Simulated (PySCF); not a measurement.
Identify the unknown among the candidates.

All candidates are C4H13ClOSi2.

| technique | computed result |
| --- | --- |
| Rotational structure | rotational constants A, B, C: 1.281, 0.707, 0.487 GHz [GFN2-xTB] |
| Dipole | 1.27 D [PBE0/pcSseg-1] |
| 1H NMR | chemical shifts (computed TMS as zero) by class: 5.44 (1 H), 4.60 (1 H), 3.98 (1 H), 3.78 (1 H), 3.53 (1 H), 3.11 (1 H), 2.71 (1 H), 1.27 (3 H), 0.25 (3 H) ppm [GIAO PBE0/pcSseg-1] |
| NMR, other nuclei | isotropic shieldings of nuclei other than C and H, by class: 301 (1 O), 359 (1 Si), 435 (1 Si), 897 (1 Cl) ppm [GIAO PBE0/pcSseg-1] |
| 13C NMR | chemical shifts (computed TMS as zero) by class: 65.4 (1 C), 37.8 (1 C), 20.8 (1 C), -11.0 (1 C) ppm [GIAO PBE0/pcSseg-1] |

Gas-phase values; electronic properties from PySCF, density fitting. Levels stand in brackets. One conformer (not necessarily the lowest) at the GFN2-xTB geometry, without solvent, vibrations or thermal averaging. Each NMR value is the plain mean over a class of atoms that symmetry, rotation or inversion makes alike.

**Question.** Which candidate is it?
A. `CCO[Si@H](CCl)[SiH2]C`
B. `COC[Si@H](C)[SiH2]CCl`
C. `C[C@H](C[SiH3])CO[SiH2]Cl`
D. `CCO[SiH2][Si@H](Cl)CC`

**Answer.** A. It is `CCO[Si@H](CCl)[SiH2]C`. Numbering: `[CH3:1][CH2:2][O:3][Si@H:4]([CH2:5][Cl:6])[SiH2:7][CH3:8]`. Its formula, C4H13ClOSi2, gives 0 degrees of unsaturation, so no ring and no π bond. 4 carbons fall into 4 classes; from least to most shielded: sp3 carbon bound to oxygen [C2] (65.4 ppm), sp3 C–Cl carbon [C5] (37.8 ppm), methyl carbon [C1] (20.8 ppm), Si-methyl carbon [C8] (-11.0 ppm). Hydrogen classes from least to most shielded: 1 H on an oxygen-bound silicon, Si4 (5.44 ppm), 1 H on an sp3 carbon bound to oxygen, C2 (4.60 ppm), 1 H on an sp3 carbon bound to oxygen, C2 (3.98 ppm), 1 H on an SiH2 silicon, Si7 (3.78 ppm), 1 H on an SiH2 silicon, Si7 (3.53 ppm), 1 H on an sp3 C–Cl carbon, C5 (3.11 ppm), 1 H on an sp3 C–Cl carbon, C5 (2.71 ppm), 3 H on a methyl carbon, C1 (1.27 ppm), 3 H on an Si-methyl carbon, C8 (0.25 ppm). The other shieldings belong to: 301 ppm, silyl ether oxygen [O3]; 359 ppm, oxygen-bound silicon [Si4]; 435 ppm, SiH2 silicon [Si7]; 897 ppm, alkyl chlorine [Cl6]. The optimised geometry has point group C1 and is an asymmetric top.

The others, at the same levels:
- `COC[Si@H](C)[SiH2]CCl` fails: its computed 13C shifts are 66.1 (1 C), 64.7 (1 C), 32.3 (1 C), -2.9 (1 C) ppm, 1H shifts are 4.65 (1 H), 4.17 (1 H), 4.01 (1 H), 3.51 (1 H), 3.44 (3 H), 3.13 (1 H), 2.94 (1 H), 2.94 (1 H), 0.42 (3 H) ppm and rotational constant A is 1.947 GHz (against 1.281 GHz).
- `C[C@H](C[SiH3])CO[SiH2]Cl` fails: its computed 13C shifts are 72.7 (1 C), 39.0 (1 C), 23.1 (1 C), 17.9 (1 C) ppm, 1H shifts are 5.36 (1 H), 5.33 (1 H), 4.04 (3 H), 3.82 (1 H), 3.46 (1 H), 1.84 (1 H), 0.99 (3 H), 0.94 (1 H), 0.40 (1 H) ppm and rotational constant A is 1.773 GHz (against 1.281 GHz).
- `CCO[SiH2][Si@H](Cl)CC` fails: its computed 13C shifts are 65.6 (1 C), 20.5 (1 C), 13.4 (1 C), 10.1 (1 C) ppm, 1H shifts are 5.28 (1 H), 5.18 (1 H), 5.15 (1 H), 3.74 (1 H), 3.70 (1 H), 1.29 (3 H), 1.24 (3 H), 0.97 (1 H), 0.95 (1 H) ppm and rotational constant A is 1.903 GHz (against 1.281 GHz).

Each candidate is one conformer, not necessarily the lowest. The conformers computed, where there is a choice (atom-mapped SMILES and torsion angles):
- `[CH3:1][CH2:2][O:3][Si@H:4]([CH2:5][Cl:6])[SiH2:7][CH3:8]`: C1–C2–O3–Si4 162°, C2–O3–Si4–C5 -56°, O3–Si4–C5–Cl6 69°, O3–Si4–Si7–C8 -53°
- `[CH3:1][O:2][CH2:3][Si@H:4]([CH3:5])[SiH2:6][CH2:7][Cl:8]`: C1–O2–C3–Si4 -176°, O2–C3–Si4–C5 146°, C3–Si4–Si6–C7 -175°, Si4–Si6–C7–Cl8 -53°
- `[CH3:1][C@H:2]([CH2:3][SiH3:4])[CH2:5][O:6][SiH2:7][Cl:8]`: C1–C2–C3–Si4 180°, C1–C2–C5–O6 -170°, C2–C5–O6–Si7 160°, C5–O6–Si7–Cl8 -177°
- `[CH3:1][CH2:2][O:3][SiH2:4][Si@H:5]([Cl:6])[CH2:7][CH3:8]`: C1–C2–O3–Si4 179°, C2–O3–Si4–Si5 178°, O3–Si4–Si5–Cl6 -176°, Si4–Si5–C7–C8 170°
